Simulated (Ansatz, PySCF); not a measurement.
GeFCl3, SMILES [Cl][Ge]([F])([Cl])[Cl].

Geometry optimised at B3LYP-D3(BJ)/def2-SVP.

Vertical ionisation energy (IE) and electron affinity (EA) in eV. Rows of orbital energies are one-electron estimates. Where ΔSCF, EOM or ADC give a negative EA the extra electron is unbound and the value depends on the basis.

```csv
level,IE,EA
"−ε(HOMO), −ε(LUMO), ωB97X/def2-TZVP (PySCF)",12.29,0.26
"−ε(HOMO), −ε(LUMO), PBE/def2-TZVP (PySCF)",8.34,3.38
"ΔSCF, CAM-B3LYP/def2-SVPD (Ansatz), final states of multiplicity 2 and 2",12.31,0.88
"ΔSCF, PBE/def2-SVPD (Ansatz), final states of multiplicity 2 and 2",11.36,1.00
```

Q: What vertical singlet–triplet gap does ΔSCF give with CAM-B3LYP/def2-SVPD (Ansatz, a quantum-chemistry and plane-wave program) and with PBE/def2-SVPD (Ansatz)? (Estimate from the structure and the level; the computed values follow.)

A: 5.87 and 4.91 eV (triplet above singlet where positive).
